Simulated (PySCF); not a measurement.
Isomers of C3H8OSi, mass 88.034 u with the commonest isotopes. Theory: PBE0-D3(BJ)/def2-SVP geometry optimisation, gas phase (PySCF 2.14.0). One conformer each, none proved a minimum here; rigid rotors.

Question: Order these by rotational constant C, smallest first.
A. `[CH2:1]1[CH2:2][O:3][SiH2:4][CH2:5]1` with C5–C1–C2–O3 -40°, C1–C2–O3–Si4 25°, C2–O3–Si4–C5 -3°, O3–Si4–C5–C1 -19°
B. `[CH3:1][SiH2:2][C:3]([CH3:4])=[O:5]` with C1–Si2–C3–C4 165°
C. `[SiH3:1][O:2][CH:3]1[CH2:4][CH2:5]1` with Si1–O2–C3–C4 -151°
D. `[CH2:1]=[CH:2][CH2:3][O:4][SiH3:5]` with C1–C2–C3–O4 -131°, C2–C3–O4–Si5 177°

Answer: D (1492 MHz), B (1960 MHz), C (2023 MHz), A (2859 MHz).

Question: Order these by out-of-plane moment Σ m c² = (Ia + Ib − Ic)/2, smallest first.
A. `[CH3:1][SiH2:2][C:3]([CH3:4])=[O:5]` with C1–Si2–C3–C4 165°
B. `[SiH3:1][O:2][CH:3]1[CH2:4][CH2:5]1` with Si1–O2–C3–C4 -151°
C. `[CH2:1]1[CH2:2][O:3][SiH2:4][CH2:5]1` with C5–C1–C2–O3 -40°, C1–C2–O3–Si4 25°, C2–O3–Si4–C5 -3°, O3–Si4–C5–C1 -19°
D. `[CH2:1]=[CH:2][CH2:3][O:4][SiH3:5]` with C1–C2–C3–O4 -131°, C2–C3–O4–Si5 177°

Answer: A (7.46 u·Å²), C (9.93 u·Å²), D (10.35 u·Å²), B (12.12 u·Å²).

Question: Order these by rotational constant A, largest first.
A. `[SiH3:1][O:2][CH:3]1[CH2:4][CH2:5]1` with Si1–O2–C3–C4 -151°
B. `[CH3:1][SiH2:2][C:3]([CH3:4])=[O:5]` with C1–Si2–C3–C4 165°
C. `[CH2:1]1[CH2:2][O:3][SiH2:4][CH2:5]1` with C5–C1–C2–O3 -40°, C1–C2–O3–Si4 25°, C2–O3–Si4–C5 -3°, O3–Si4–C5–C1 -19°
D. `[CH2:1]=[CH:2][CH2:3][O:4][SiH3:5]` with C1–C2–C3–O4 -131°, C2–C3–O4–Si5 177°

Answer: D (19713 MHz), A (11989 MHz), B (6910 MHz), C (6028 MHz).

```json
{"SMILES": "C[SiH2]C(C)=O", "point group": "C1", "Ia (u·Å²)": "73.14", "Ib (u·Å²)": "199.66", "Ic (u·Å²)": "257.88", "κ": "-0.77", "μa (D)": "0.17", "μb (D)": "1.76", "μc (D)": "0.37"}
{"SMILES": "C1CO[SiH2]C1", "point group": "C1", "Ia (u·Å²)": "83.84", "Ib (u·Å²)": "112.81", "Ic (u·Å²)": "176.79", "κ": "0.02", "μa (D)": "1.00", "μb (D)": "1.56", "μc (D)": "0.21"}
{"SMILES": "C=CCO[SiH3]", "point group": "C1", "Ia (u·Å²)": "25.64", "Ib (u·Å²)": "333.72", "Ic (u·Å²)": "338.65", "κ": "-1.00", "μa (D)": "0.28", "μb (D)": "0.80", "μc (D)": "0.53"}
{"SMILES": "[SiH3]OC1CC1", "point group": "C1", "Ia (u·Å²)": "42.15", "Ib (u·Å²)": "231.94", "Ic (u·Å²)": "249.85", "κ": "-0.97", "μa (D)": "0.39", "μb (D)": "0.75", "μc (D)": "0.54"}
```
